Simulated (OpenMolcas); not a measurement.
Pd4+ (d6) among equal point charges was computed by CASSCF with the d shell active (OpenMolcas, ANO-RCC-VDZP on the metal). Its lowest spin-free states, and all those of the highest spin:

```tsv
2S+1	Degeneracy	E (cm-1)
5	2	0.0
5	1	1197
5	1	1369
5	1	3574
3	2	20518
3	1	21104
3	1	21431
3	2	21565
3	1	22075
3	2	22381
3	1	22740
3	1	22865
```

Is the site octahedral, tetrahedral or cube-like, axial, or of lower symmetry?

The states with 2S+1 = 5 have orbital degeneracies 2, 1, 1, 1. There are pairs but no triples, so the site is axial: not cubic, but with a proper or improper axis of order three or more. The run had Pd4+ among 6 point charges of -1.1 e arranged as a tetragonal octahedron (D4h), 2.17 Å from the ion, with the axial distance 2.409 Å.

An orbital doublet at a regular site is open to a Jahn-Teller distortion, which this geometry leaves out. Without dynamic correlation the repulsion within the d shell is too large (B by tens of per cent), so at a given field states of lower spin stand too high. Point charges give a weaker field than real ligands, and real ions of this kind are as a rule low spin; the high spin found here belongs to the model. The ground term spreads over less than 5000 cm-1, several times less than with real ligands, so orbital moments are less quenched and χT lies further from the spin-only value than at real sites. This is an electrostatic model: the charges have no orbitals. No measured value stands beside these numbers.
